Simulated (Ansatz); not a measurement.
`CB[SiH2][SiH2]Cl` + HCl → `CBCl` + `[SiH3][SiH2]Cl`  (cleavage of the B–Si bond)

Isolated molecules relaxed with PBE0-D4/def2-TZVP in Ansatz; ΔE leaves out vibrations. CCSD(T)/CBS adds triple-zeta CCSD(T) − MP2 to the extrapolated MP2 energy (def2 sets, frozen cores). This one scheme is used for every species. DFT in def2-TZVPP. B3LYP here is the variant with VWN-RPA as its local correlation; programs differ in this. One conformer a species, not always the lowest.

CCSD(T)/CBS gives -110.7 kJ/mol.

Problem. Another level gave -119.2 kJ/mol. Which?
A. B2PLYP/def2-TZVPP
B. HF/def2-TZVPP
C. B3LYP-D4/def2-TZVPP
D. PBE-D4/def2-TZVPP

Solution. A. B2PLYP -119.2, B3LYP-D4 -110.9, PBE-D4 -102.9, HF/def2-TZVPP -130.4 kJ/mol.

Largest T1 diagnostic among the species: 0.012.

In def2-TZVPP, CCSD(T) changes the Hartree–Fock value by +19.0 kJ/mol (the triples alone add +1.4 kJ/mol) and MP2 by +12.7 kJ/mol. The D4 term adds +8.5 kJ/mol with B3LYP and +5.3 kJ/mol with PBE0; it sums over pairs of atoms, weighted by their polarisabilities, and B3LYP, whose exchange is more repulsive, gets the larger term.
